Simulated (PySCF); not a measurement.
# Ionising SiSe

RHF-MP2; basis Si def2-TZVPPD, Se def2-TZVPPD; no relativity; PySCF 2.14. Neutral (RHF): singlet (closed shell), Re = 2.069 Å, ωe = 589 cm⁻¹, De = 5.65 eV.

SiSe⁺ (UHF): doublet (π ↑), Re = 2.197 Å, ωe = 486 cm⁻¹, De = 3.66 eV to Si⁺ + Se. The energies at the minima are -2689.15701 hartree for SiSe and -2688.78826 for SiSe⁺.

Question: Work out the adiabatic ionisation energy, without and with harmonic zero-point energies (1 hartree = 27.2114 eV, 1 eV = 8065.5 cm⁻¹), and the change of the bond length.

Answer: At MP2: 0.36875 hartree = 10.034 eV between the minima; the zero-point term (486.0 − 589.0)/2 cm⁻¹ = -0.006 eV makes it 10.028 eV. Re changes by +12.8 pm against the neutral. The electron leaves a π orbital, and the longer bond of the ion fits a bonding orbital, or a change in how ionic the bond is.

SiSe⁻ (UHF): doublet (π ↑), Re = 2.169 Å, ωe = 488 cm⁻¹, De = 4.23 eV to Si + Se⁻. The energies at the minima are -2689.15701 hartree for SiSe and -2689.17351 for SiSe⁻.

Question: Work out the adiabatic electron affinity, without and with harmonic zero-point energies (1 hartree = 27.2114 eV, 1 eV = 8065.5 cm⁻¹), and the change of the bond length.

Answer: At MP2: 0.01650 hartree = 0.449 eV between the minima; the zero-point term (589.0 − 488.0)/2 cm⁻¹ = +0.006 eV makes it 0.455 eV. Re changes by +10.0 pm against the neutral. The electron enters a π orbital, and the longer bond of the ion fits an antibonding orbital, or a change in how ionic the bond is.

Correlated steps freeze 14 core orbitals. Spin–orbit coupling is left out. For an ion De counts to the pair picked by the measured ionisation energies or electron affinities, which need not be the lowest pair at this level. Where the molecule has an RHF reference, its open-shell atoms are computed with UHF. States were picked by a PBE0 search and need not be the measured ground states.

Neutral and ion stand on different kinds of reference determinant, which adds to the error of the difference.
